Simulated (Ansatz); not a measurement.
`F[SiH]([SiH3])[GeH3]` → `[F][GeH2][SiH2][SiH3]`  (isomerisation)

Calculated with Ansatz (gas phase, PBE0-D4/def2-TZVP geometries, no zero-point term in ΔE). CBS: MP2 limit from def2 TZ/QZ plus the TZ coupled-cluster correction, frozen cores. DFT in def2-TZVPP. B3LYP here is the variant with VWN-RPA as its local correlation; programs differ in this. For Ge outer-core shells are correlated without core-valence functions, which leaves a few kJ/mol of doubt a bond. Scalar relativity is left out up to krypton. One conformer a species, not always the lowest.

| level | ΔE (kJ/mol) | difference from CCSD(T)/CBS |
| --- | --- | --- |
| PBE-D4 | 55.3 | -7.8 |
| r2SCAN-D4 | 59.3 | -3.8 |
| PBE0-D4 | 57.7 | -5.4 |
| B3LYP-D4 | 58.8 | -4.3 |
| ωB97X-V | 56.4 | -6.7 |
| ωB97M-V | 59.6 | -3.5 |
| B2PLYP | 58.9 | -4.2 |
| PBE | 55.4 | -7.7 |
| r2SCAN | 59.3 | -3.8 |
| PBE0 | 57.7 | -5.4 |
| B3LYP | 58.9 | -4.2 |
| HF/def2-TZVPP | 58.0 | -5.1 |
| MP2/def2-TZVPP | 59.4 | -3.7 |
| SCS-MP2/def2-TZVPP | 57.2 | -5.9 |
| CCSD/def2-TZVPP | 59.7 | -3.4 |
| CCSD(T)/def2-TZVPP | 58.6 | -4.5 |
| HF/def2-QZVPP | 58.5 | -4.6 |
| MP2/def2-QZVPP | 62.2 | -0.9 |
| SCS-MP2/def2-QZVPP | 59.6 | -3.5 |
| HF/CBS(def2) | 58.6 | -4.5 |
| MP2/CBS(def2) | 63.9 | 0.8 |
| CCSD/CBS(def2) | 64.2 | 1.1 |
| CCSD(T)/CBS | 63.1 | 0 |

Largest T1 diagnostic among the species: 0.013.

CCSD(T)/CBS has its own doubt, a few kJ/mol and more with outer-core shells, so smaller differences from it don't rank the levels.
